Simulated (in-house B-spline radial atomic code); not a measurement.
Removing one electron from Ne VII (Ne6+)

Closed shell [He] 2s2. Computed with an all-electron radial atomic-structure program (B-spline basis): Koopmans values of Dirac-Hartree-Fock plus a diagonal self-energy, in second order or with its direct term screened (direct RPA, with the hole-particle interaction, or full time-dependent Hartree-Fock), linearised in energy; no-pair Dirac-Coulomb Hamiltonian, finite nucleus. Shifts add to the Koopmans value (the ΔSCF shift is orbital relaxation alone); the final value takes TDHF screening with Breit and QED.

Command:
```bash
python run_mb.py task.json out
```
Settings (nuclear radius in fm, box in bohr, cutoff in hartree):
```
basis_form          2
Z                   10
core_configuration  [He] 2s2
rms_radius          3.0055
mass_number         20
speed_of_light      137.036
box_radius          9.762
lmax                7
intervals           63
virtual_cutoff      600.0
```

Cost of the run: 1.2 s on 1 thread of Arm Neoverse V1, with other jobs on the host.

Energies in eV:

```json
{"subshell": "2s1/2", "Koopmans": "204.12", "ΔSCF shift": "-0.295", "second order": "?", "direct RPA": "?", "hole-particle": "?", "TDHF": "?", "Breit + QED": "?", "final": "?"}
```

(1) What does the self-energy do to 2s1/2?

Results:

(1) It shifts the removal energy by 1.836 eV in second order, 0.815 with direct RPA, 0.855 with the hole-particle term and 1.675 with TDHF screening (quasi-particle weight 0.971); Breit and QED add -0.035 eV. The final value is 205.76 eV, against 207.271 ± 0.012 eV (NIST, measured). The mixing of s² with p² in the ground state is caught to low order only, which falls short in light ions.
